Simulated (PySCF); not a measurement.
Basis and Hamiltonian dependence of the ionisation energy of Tc

Tc [Kr] 4d5 5s2 (6S) → Tc⁺ [Kr] 4d5 5s1 (7S). All values are computed (PySCF 2.14, energy differences of UHF-based or UKS calculations, no spin-orbit coupling). Values in eV.

```
                                                            basis    Hamiltonian  functions    UHF  r2SCAN   PBE0  MP2 (valence)  CCSD(T) (valence)  CCSD(T) (valence and next inner shell)
             def2-SVP with the def2 core potential (28 electrons)            ECP         31  5.544     n/a    n/a          6.447                n/a                                     n/a
                                         cc-pVDZ-PP with ECP28MDF            ECP         38  5.583     n/a  6.780          6.562                n/a                                     n/a
            def2-TZVP with the def2 core potential (28 electrons)            ECP         40  5.542     n/a    n/a          6.482                n/a                                     n/a
                                                       x2c-SVPall  spin-free X2C         53  5.568   6.629  6.803          6.480                n/a                                     n/a
                                     aug-cc-pVDZ-PP with ECP28MDF            ECP         54  5.576   6.614  6.775          6.701              6.920                                     n/a
          def2-TZVPPD with the def2 core potential (28 electrons)            ECP         56  5.542   6.588  6.739          6.664              6.881                                   6.965
                                                      x2c-TZVPall  spin-free X2C         63  5.539     n/a  6.719          6.476                n/a                                     n/a
                                         cc-pVTZ-PP with ECP28MDF            ECP         63  5.537   6.562    n/a          6.673                n/a                                     n/a
                                                     ANO-RCC-VTZP  spin-free X2C         68  5.545   6.563  6.726          6.669              6.891                                   6.967
                                     aug-cc-pVTZ-PP with ECP28MDF            ECP         88  5.536   6.562  6.715          6.752              6.960                                     n/a
x2c-TZVPPall with one added diffuse shell each of s, p, d, f type  spin-free X2C         95  5.541   6.551  6.718          6.701              6.915                                   6.997
                                                   aug-cc-pVTZ-DK  spin-free X2C        102  5.541   6.545  6.710          6.755              6.968                                     n/a
                                                     x2c-QZVPPall  spin-free X2C        118  5.541   6.536  6.704          6.751                n/a                                     n/a
                                                 aug-cc-pwCVTZ-DK  spin-free X2C        136  5.540     n/a    n/a            n/a                n/a                                     n/a
```

Frozen in the all-electron rows: valence: [Kr]; valence and next inner shell: [Ar] 3d10; with a core potential, the same shells as far as they lie outside it.

Reference for a calculation without spin-orbit coupling: 7.119 eV (measured, between term centres; NIST).
